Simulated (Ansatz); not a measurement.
Basis-set series for `[CH3][Al-]1([OH])[O]C=CC=[O+]1`. Charge 0, multiplicity 1. The geometry is a stationary point of PBE0-D4/def2-TZVP. It is one conformer, not always the lowest.

| functional | basis | functions | energy (Eh) | HOMO (eV) | LUMO (eV) |
| --- | --- | --- | --- | --- | --- |
| PBE0-D4 | def2-SVP | 151 | -623.99695 | -7.43 | -2.18 |
| PBE0-D4 | def2-QZVPP | 679 | -624.55490 | -7.54 | -2.34 |
| ωB97M-V | def2-SVP | 151 | -624.37359 | -9.61 | 0.01 |
| ωB97M-V | def2-QZVPP | 679 | -624.94211 | -9.72 | -0.22 |

**Question.** Give the rows for def2-TZVPP. (Estimate.)

**Answer.** Computed: 
```json
{"functional": "PBE0-D4", "basis": "def2-TZVPP", "functions": "357", "energy (Eh)": "-624.52555", "HOMO (eV)": "-7.51", "LUMO (eV)": "-2.29"}
{"functional": "ωB97M-V", "basis": "def2-TZVPP", "functions": "357", "energy (Eh)": "-624.91453", "HOMO (eV)": "-9.69", "LUMO (eV)": "-0.15"}
```
